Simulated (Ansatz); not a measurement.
```
atom    x (Å)    y (Å)    z (Å)
  Cu  -0.0058  -0.0076  -0.0522
   H   0.0009  -0.0056   1.4187
```

RHF-MP2 on singlet CuH was run in several spherical basis sets with Ansatz (development build ahead of 0.2.0). Frozen core: 5 orbitals.

Rank the basis sets by the total energy that they give, lowest first, with the distance from the lowest.
A. STO-3G
B. 6-31G(d)
C. cc-pVTZ

C (0.00 eV), B (26.22 eV), A (532.15 eV).

Totals follow the description of the cores as much as that of the bonds, so this order isn't one of quality for chemistry.
